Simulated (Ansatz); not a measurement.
`C[O][Al]([F])[F]` + `F[Si]S` → `C[O][Al]([F])[SH]` + `F[Si]F`  (redistribution)

Gas-phase electronic energies from Ansatz, PBE0-D4/def2-TZVP geometries. CBS: MP2 limit from def2 TZ/QZ plus the TZ coupled-cluster correction, frozen cores. This one scheme is used for every species. Functionals use def2-TZVPP. B3LYP here is the variant with VWN-RPA as its local correlation; programs differ in this. One conformer a species, not always the lowest.

| level | ΔE (kcal/mol) | difference from CCSD(T)/CBS |
| --- | --- | --- |
| PBE-D4 | -4.9 | 1.1 |
| r2SCAN-D4 | -5.2 | 0.8 |
| PBE0-D4 | -5.6 | 0.4 |
| B3LYP-D4 | -5.5 | 0.5 |
| ωB97X-V | -7.2 | -1.2 |
| ωB97M-V | -7.2 | -1.2 |
| B2PLYP | -5.9 | 0.1 |
| PBE | -4.9 | 1.1 |
| r2SCAN | -5.2 | 0.8 |
| PBE0 | -5.6 | 0.4 |
| B3LYP | -5.7 | 0.3 |
| HF/def2-TZVPP | -7.5 | -1.5 |
| MP2/def2-TZVPP | -6.0 | 0.0 |
| SCS-MP2/def2-TZVPP | -6.1 | -0.1 |
| CCSD/def2-TZVPP | -6.6 | -0.6 |
| CCSD(T)/def2-TZVPP | -6.3 | -0.3 |
| HF/def2-QZVPP | -7.5 | -1.5 |
| MP2/def2-QZVPP | -5.8 | 0.2 |
| SCS-MP2/def2-QZVPP | -5.9 | 0.1 |
| HF/CBS(def2) | -7.5 | -1.5 |
| MP2/CBS(def2) | -5.7 | 0.3 |
| CCSD/CBS(def2) | -6.3 | -0.3 |
| CCSD(T)/CBS | -6.0 | 0 |

Largest T1 diagnostic among the species: 0.015.

In def2-TZVPP, CCSD(T) changes the Hartree–Fock value by +1.2 kcal/mol (the triples alone add +0.3 kcal/mol) and MP2 by +1.6 kcal/mol.
